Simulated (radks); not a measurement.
The numbers below are computed, except where a source is named.
Spin polarisation of the 4p2 shell in the arsenic ion As+. Start: [Ar] 3d10 4s2 4p(up 1, down 1); electrons of 4p are moved from spin down to spin up, other shells keep equal spins. Level of theory: scalar-relativistic Kohn-Sham, PBE, spin-polarised, spherical densities, point nucleus (a radial shooting solver on a logarithmic mesh with Libxc functionals).

[
 {"moment (Bohr magnetons)": "0", "E - E(0) (eV)": "0.000", "e(4p up) (eV)": "-13.340", "e(4p down) (eV)": "-13.340", "4s down minus up (eV)": "0.000", "3d down minus up (eV)": "0.000", "3p down minus up (eV)": "0.000"},
 {"moment (Bohr magnetons)": "0.5", "E - E(0) (eV)": "-0.059", "e(4p up) (eV)": "-13.562", "e(4p down) (eV)": "-13.091", "4s down minus up (eV)": "0.462", "3d down minus up (eV)": "0.054", "3p down minus up (eV)": "0.034"},
 {"moment (Bohr magnetons)": "1", "E - E(0) (eV)": "-0.236", "e(4p up) (eV)": "-13.758", "e(4p down) (eV)": "-12.813", "4s down minus up (eV)": "0.927", "3d down minus up (eV)": "0.108", "3p down minus up (eV)": "0.067"},
 {"moment (Bohr magnetons)": "1.5", "E - E(0) (eV)": "-0.532", "e(4p up) (eV)": "-13.930", "e(4p down) (eV)": "-12.505", "4s down minus up (eV)": "1.398", "3d down minus up (eV)": "0.163", "3p down minus up (eV)": "0.101"},
 {"moment (Bohr magnetons)": "2", "E - E(0) (eV)": "-0.949", "e(4p up) (eV)": "-14.079", "e(4p down) (eV)": "-12.161", "4s down minus up (eV)": "1.875", "3d down minus up (eV)": "0.219", "3p down minus up (eV)": "0.136"}
]

At moment 2 the spin-polarisation energy is -0.949 eV and the 4p exchange splitting 1.918 eV, that is 0.959 eV per Bohr magneton; E = -I m^2/4 would give I = 0.949 eV.
